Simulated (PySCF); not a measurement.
**Tm: ionisation energy**

Tm [Xe] 4f13 6s2 (2F) → Tm+ [Xe] 4f13 6s1 (3F), as a difference of total energies. Calculation: PySCF 2.14, in ANO-RCC-VTZP; the spin-free X2C one-electron Hamiltonian (Gaussian nucleus). Correlated levels: valence: [Kr] 4d10 frozen; valence and next inner shell: [Ar] 3d10 frozen. The calculations carry no spin-orbit coupling.

```csv
method,ionisation energy (eV)
UHF,5.074
LDA,6.417
PBE,6.200
PBE0,6.055
r2SCAN,5.973
MP2 (valence),6.031
SCS-MP2 (valence),6.019
MP2 (valence and next inner shell),6.048
SCS-MP2 (valence and next inner shell),6.031
```

**Question.** How much does correlation contribute at MP2 (valence and next inner shell)?

**Answer.** 6.048 − (5.074) = 0.974 eV, measured against UHF.

Errors of the correlated levels include the incompleteness of this basis and the frozen core.

For comparison: 6.184 eV (measured; NIST Atomic Spectra Database, ionization energies).
